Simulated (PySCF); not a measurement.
Bonds: C1-C2, C2-C3, C3-C4, C4-C5, C5-N6, C4-Si7, Si7-C8, Si7-C9. C1 carries H10; C3 carries H11; C5 carries H12; N6 carries H13; Si7 carries H14; C8 carries H15, H16, H17; C9 carries H18, H19, H20.

[PySCF 2.14: structure optimised with GFN2-xTB; NMR shieldings at PBE0/pcSseg-1/GIAO; one computed conformer; one averaged value for each set of equivalent atoms; in vacuum; no relativistic terms]

References, each an isolated molecule treated in the same way: $^{13}$C (186.93 ppm) and $^{1}$H (31.72 ppm) and $^{29}$Si (349.16 ppm) vs TMS; $^{15}$N (267.73 ppm) against NH3.

| atoms | nucleus | count | Hirshfeld charge | δ (ppm) |
| --- | --- | --- | --- | --- |
| C1 | $^{13}$C | 1 | -0.08 | 103.6 |
| H10 | $^{1}$H | 1 | 0.10 | 3.59 |
| C4 | $^{13}$C | 1 | -0.09 | 157.6 |
| C2 | $^{13}$C | 1 | -0.02 | 89.9 |
| H11 | $^{1}$H | 1 | 0.05 | 8.15 |
| H14 | $^{1}$H | 1 | -0.09 | ? |
| Si7 | $^{29}$Si | 1 | 0.37 | -18.4 |
| H12 | $^{1}$H | 1 | 0.04 | ? |
| H13 | $^{1}$H | 1 | 0.11 | 10.99 |
| C3 | $^{13}$C | 1 | -0.01 | ? |
| H15/H16/H17/H18/H19/H20 | $^{1}$H | 6 | 0.04 | 0.45 |
| C5 | $^{13}$C | 1 | 0.04 | 171.2 |
| C8/C9 | $^{13}$C | 2 | -0.22 | -4.3 |
| N6 | $^{15}$N | 1 | -0.21 | ? |

Task: Fill in the missing shifts.

Result: 
- C3: 133.7 ppm, carbon bonded to 2 C, H
- H12: 8.64 ppm, hydrogen on a carbon bonded to C, N
- H14: 4.56 ppm, hydrogen on a silicon bonded to 3 C
- N6: 352.5 ppm, nitrogen bonded to C, H

The OH or NH signal is concentration- and solvent-dependent in practice; the value given is the gas-phase one. Shifts are as computed. Against solution values, carbons near 30 ppm lie about +3 ppm off and those near 130 ppm about +5 ppm. Of 1309 compounds with measured shifts, 239 miss one by over three times the rms of a fit or turn the order of signals round; such compounds aren't used in these exercises. Experimental scales use liquid or dissolved standards, which lie at an offset from isolated NH3 (liquid NH3: subtract about 20 ppm). Unscaled 15N shifts of sp2 nitrogen come out 20 to 40 ppm too high even then.
